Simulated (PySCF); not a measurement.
An excited-state job on `N#CC#CB(Cl)Cl`.

Computed with TDDFT B3LYP/def2-SVPD, vertical, gas phase, core orbitals frozen in the response (PySCF 2.14.0, density-fitted response routines). Geometry: GFN2-xTB. The input is one job of a driver script: a line of settings, then coordinates in Å.

Input:
```
{"job": {"kind": "uv", "xc": "B3LYP", "basis": "def2-SVPD", "nstates": 8, "ntriplets": 3}, "charge": 0, "multiplicity": 1}
N     -3.341930    -0.832821    -0.829615
C     -2.258214    -0.560281    -0.563178
C     -0.972180    -0.239839    -0.244772
C      0.174754     0.044075     0.038517
B      1.599385     0.397962     0.391679
Cl     2.635872    -0.803052     1.050874
Cl     2.165647     1.998860     0.129416
```

Output:
```
coarse grid: 8656 points
cycle   1  E = -1113.7701628038  dE =  1.079e+00  |g| = 4.308e-01  |ddm| = 2.885e+01
cycle   2  E = -1113.6136154980  dE =  1.565e-01  |g| = 9.270e-01  |ddm| = 5.533e+00
cycle   3  E = -1113.8115552090  dE = -1.979e-01  |g| = 1.622e-01  |ddm| = 1.515e+00
cycle   4  E = -1113.8175489709  dE = -5.994e-03  |g| = 5.440e-02  |ddm| = 5.161e-01
cycle   5  E = -1113.8180818760  dE = -5.329e-04  |g| = 3.293e-02  |ddm| = 2.337e-01
cycle   6  E = -1113.8183575650  dE = -2.757e-04  |g| = 8.071e-03  |ddm| = 5.919e-02
cycle   7  E = -1113.8183755067  dE = -1.794e-05  |g| = 1.033e-03  |ddm| = 2.952e-02
cycle   8  E = -1113.8183757927  dE = -2.860e-07  |g| = 4.486e-04  |ddm| = 3.578e-03
final grid: 79320 points
cycle   9  E = -1113.9460043752  dE = -1.514e-05  |g| = 2.717e-03  |ddm| = 4.187e-01
cycle  10  E = -1113.9460039187  dE =  4.565e-07  |g| = 2.936e-03  |ddm| = 1.729e-02
cycle  11  E = -1113.9460062392  dE = -2.320e-06  |g| = 5.777e-04  |ddm| = 1.179e-02
cycle  12  E = -1113.9460063152  dE = -7.601e-08  |g| = 2.991e-04  |ddm| = 1.293e-03
cycle  13  E = -1113.9460063390  dE = -2.376e-08  |g| = 5.732e-05  |ddm| = 5.404e-04
cycle  14  E = -1113.9460063397  dE = -6.698e-10  |g| = 2.639e-05  |ddm| = 1.808e-04
converged SCF energy = -1113.9460063397

Static polarisability (au): isotropic 87.805, principal 49.872 72.314 141.228

Singlet excitations
state   eV       nm        f      main configurations
  1   3.8896    318.8   0.00000   H->L 0.98
  2   4.6443    267.0   0.07575   H-1->L 0.71, H->L+1 0.27
  3   4.9458    250.7   0.00000   H-2->L 0.97
  4   5.3137    233.3   0.00005   H-4->L 0.99
  5   5.3649    231.1   0.00000   H-1->L+1 0.99
  6   5.7550    215.4   0.07790   H-3->L 0.96
  7   6.5190    190.2   0.25509   H-2->L+1 0.66, H->L+1 0.26
  8   6.5359    189.7   0.00551   H-5->L 0.99

Triplet excitations (Tamm-Dancoff, eV): 3.5633 3.6242 4.3082
```

The SCF starts on a coarse grid where the log names one; the energy can jump when the final grid takes over, and dE then counts from the start density on the new grid. H and L stand for HOMO and LUMO; the number after each pair is its weight.

Question: How does the lowest singlet excitation compare with the HOMO–LUMO gap?

Answer: HOMO -8.81 eV and LUMO -3.60 eV give a gap of 5.21 eV; S1 at 3.89 eV lies 1.32 eV below it.

Main results: HOMO -8.81 eV, LUMO -3.60 eV; lowest singlet 3.89 eV; lowest triplet 3.56 eV (Tamm–Dancoff); mean polarisability 87.8 au.

The run took 12 s of wall time on one thread, x86-64 server, no GPU, on a shared host.
Labels such as C1 count atoms from 1, the log's own numbers from 0.
